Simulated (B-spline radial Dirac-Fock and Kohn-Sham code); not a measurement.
Photoionisation of scandium ions at Ag Lα (2984.4 eV)

Method: independent-particle photoionisation in a Dirac-Hartree-Slater potential with a Latter tail, all multipoles, thresholds from Dirac-Fock ΔSCF. Computed with an atomic code on a B-spline grid. Cross sections in kb; a dash marks an empty subshell or a threshold above the photon energy.

```
  ion  configuration  total    2s  2p3/2    3s  3p1/2    3d3/2
   Sc   [Ar] 3d1 4s2  22.17  9.41   6.74  1.26  0.389  0.00138
 Sc⁷⁺   [Ne] 3s2 3p2  22.13  9.54   6.85  1.62  0.187        –
 Sc⁹⁺       [Ne] 3s2  21.99  9.64   6.94  1.79      –        –
Sc¹⁵⁺   [He] 2s2 2p2  16.08  11.6   2.98     –      –        –
```
